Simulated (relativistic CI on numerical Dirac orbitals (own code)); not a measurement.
**K¹⁵⁺: sensitivity of the levels to the model**

Base calculation: Dirac-Coulomb-Breit CI, separate exchange-only KLI orbitals for each configuration, a model potential for QED, unscaled Slater integrals.

CI space (outside the closed core 1s2): 2s2, 2s.2p, 2p2, 2p.3s, 2p.3p, 2s.3s, 2s.3p, 2s.3d, 2s.4s, 2s.4p, 2s.4d, 2s.4f, 2s.5s, 2s.5p, 2s.5d, 2s.5f, 2s.5g, 3s2, 3s.3p, 3p2. Levels of other configurations are missing.

Variants: (1) configuration mixing switched off; (2) non-relativistic limit. Shifts of the energy above 2s2 1S_0, in eV, for the lowest level and the first level of each name with at least 55 % of one term (blank where a level changes its place among those of its configuration and J or its character, or is not in the variant):

| Level | Base | Δ(1) | Δ(2) |
| --- | --- | --- | --- |
| 2s2 1S_0 | 0.000 | 0.000 | 0.000 |
| 2s.2p 3P°_0 | 30.327 | -5.871 | -0.443 |
| 2s.2p 3P°_1 | 31.449 | -5.871 | -1.565 |
| 2s.2p 3P°_2 | 34.114 | -5.870 | -4.230 |
| 2s.2p 1P°_1 | 61.781 | -5.798 | -3.233 |
| 2p2 3P_0 | 80.559 | -5.972 | -3.461 |
| 2p2 3P_1 | 82.203 | -5.866 | -5.106 |
| 2p2 3P_2 | 84.242 | -5.845 | -7.145 |
| 2p2 1D_2 | 92.924 | -5.401 | -6.689 |
| 2p2 1S_0 | 113.577 | -11.365 | -6.544 |
| 2s.3s 3S_1 | 551.232 | -4.713 | -3.066 |
| 2s.3s 1S_0 | 557.029 | -3.733 | -3.187 |
| 2s.3p 3P°_0 | 566.030 | -5.722 | -3.238 |
| 2s.3p 3P°_1 | 566.778 |  | -3.986 |

At this charge energies of transitions that change n are usually good to better than 1 %, and those within a shell (Δn = 0) to a few per cent.

Ionisation energy from the two ground configurations alone: base 961.846 eV. The NIST ASD value (semi-empirical) is 967.7 eV.

LS names give the leading component of a level, which can be under half, so a name can repeat, a term be missing and a line seem to break the LS rules.
